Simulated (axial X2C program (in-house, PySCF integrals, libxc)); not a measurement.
What spin–orbit coupling does to GeS⁺

Calculated with an in-house relativistic program for diatomic molecules. Spin-free means the one-electron spin-free X2C Hamiltonian; two-component (2c) means X2C with spin–orbit coupling and atomic mean-field two-electron Coulomb and Gaunt terms, so the difference of the two also holds small scalar two-electron terms. Basis: Ge dyall-v3z [9s9p7d1f], S dyall-v3z [8s7p2d1f] (cores contracted in-house); Gaussian nuclei, density fitting, unrestricted open shells. Masses: Ge 73.921 u, S 31.972 u.

Spin-free state: M_S = 1/2, Λ = 1 (beyond evenly filled blocks: π+α, π+β, π-α); fragments Ge+ + S.

| level | Re (Å) | ωe (cm⁻¹) | De (eV) | μ (D) |
| --- | --- | --- | --- | --- |
| PBE0 | 2.168 | 457.7 | 3.541 | -0.82 |
| TPSSh | 2.178 | 445.6 | 3.507 | -0.75 |
| PBE50 | 2.147 | 478.9 | 3.329 | -0.91 |

Dipoles are positive if S is the positive end and refer to the centre of mass.

Within this multiplet, which Ω should lie lowest by the rule for regular and inverted multiplets?

The open π shell holds three electrons, one hole, so the multiplet is inverted: Ω = Λ + 1/2 = 3/2. The PBE0 2c search agrees, though Ω = 1/2 of the search lies only 0.07 eV higher.

Two-component determinant lowest at the distance of the search:

Ω = 3/2 (⟨Sz⟩ = 0.50, ⟨Lz⟩ = 1.00 at PBE0); fragments Ge+ + S.

```tsv
level	Re (Å)	ωe (cm⁻¹)	μ (D)
PBE0	2.169	457.1	-0.81
TPSSh	2.179	444.8	-0.73
PBE50	2.147	478.4	-0.90
```

From the two tables, how do the constants change at the PBE0 level (2c against spin-free)?

At the PBE0 level Re is unchanged within 0.001 Å and ωe goes down by 0.6 cm⁻¹.

The state is one determinant whose occupation by symmetry is held fixed; it was picked as the lowest of a PBE0 search that is not exhaustive. De is counted from the lowest determinant-based energies of the atoms at the same level, without counterpoise correction. De is not given where an atomic determinant may have missed its ground term or J level, or where the truncated virtual space spoils (T). Density functionals use the spin component along the axis (collinear). Without a current term, density functionals place determinants with orbital angular momentum somewhat too high. The stretched end of a curve changes character and is left out.
